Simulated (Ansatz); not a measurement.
A CCSD(T) single point on AlH8NSi2 (`N[SiH]([AlH2])[SiH3]`).

```yaml
crystal:
  periodic: [false, false, false]
  atoms:
    - {symbol: N, position_ang: [-0.694492, 1.869860, -0.255274]}
    - {symbol: Si, position_ang: [0.293276, 0.541959, 0.289800]}
    - {symbol: Al, position_ang: [-0.604112, -0.964505, 2.026001]}
    - {symbol: Si, position_ang: [0.854922, -0.745989, -1.588160]}
    - {symbol: H, position_ang: [-0.941220, 2.583267, 0.414356]}
    - {symbol: H, position_ang: [-1.497292, 1.653630, -0.826546]}
    - {symbol: H, position_ang: [1.575526, 1.125038, 0.794561]}
    - {symbol: H, position_ang: [0.307425, -2.099072, 2.673937]}
    - {symbol: H, position_ang: [-2.119618, -0.854132, 2.507638]}
    - {symbol: H, position_ang: [1.601976, 0.026849, -2.617590]}
    - {symbol: H, position_ang: [-0.382311, -1.284375, -2.224450]}
    - {symbol: H, position_ang: [1.682921, -1.907830, -1.160272]}
basis:
  gaussian: {orbitals: def2-TZVPP}
correlation: {method: ccsd_t}
```

```sh
$ ansatz run in.yaml --threads 4 --pin off --events-out ev --progress --plain --max-ram 10444MiB
```

The program prints (abridged):

```
Functional definition: HF
1538 factors; integrals over basis functions are off by at most 8.2e-4 eV
mean field evaluation 1: about -23913.3981 eV, gradient 3.6e1 eV
mean field evaluation 2: about -23913.6121 eV, gradient 3.6e1 eV
mean field evaluation 4: about -23917.1691 eV, gradient 3.8e0 eV
mean field evaluation 8: about -23917.2475 eV, gradient 1.4e-1 eV
mean field evaluation 16: about -23917.2476 eV, gradient 1.9e-6 eV
mean field -23917.24763245 eV, -878.9426387997 hartree, gradient 1.9e-6 eV, S^2 0.000000; 0 other end points of the search recorded, 0 dependent functions left out
16 core orbitals not correlated: weight in the atoms' cores, before any rotation towards them, 1.000 or more for the frozen orbitals, at most 0.000 for the correlated occupied ones
reference -23917.24763245 eV, -878.9426387997 hartree; 12, 12 occupied and 241, 241 virtual orbitals, 1538 factors
second order -14.93245668 eV of doubles, -0.00000000 eV of singles
cycle   1  -16.10174852 eV  change    -1.2e0 eV  update   9.8e-2
cycle   2  -16.65267564 eV  change   -5.5e-1 eV  update   3.2e-2
cycle   3  -16.71728034 eV  change   -6.5e-2 eV  update   1.3e-2
cycle   4  -16.71049900 eV  change    6.8e-3 eV  update   4.1e-3
cycle   5  -16.70934275 eV  change    1.2e-3 eV  update   1.7e-3
cycle   6  -16.70913816 eV  change    2.0e-4 eV  update   5.7e-4
cycle   7  -16.70889809 eV  change    2.4e-4 eV  update   2.4e-4
cycle   8  -16.70890516 eV  change   -7.1e-6 eV  update   1.0e-4
cycle   9  -16.70894907 eV  change   -4.4e-5 eV  update   4.1e-5
cycle  10  -16.70893356 eV  change    1.6e-5 eV  update   1.7e-5
perturbative correction -0.59562778 eV, -0.0218889173 hartree
Total energy: -23934.55219379 eV, -879.5785696995 hartree
```

It took 2.1 min on 4 threads of an Arm Neoverse V1 on a shared host, with 6.1 GiB of host memory at the peak.

MP2 recovers 86.3 % of the CCSD(T) correlation energy and the triples give 3.4 %; T1 = 0.0126.
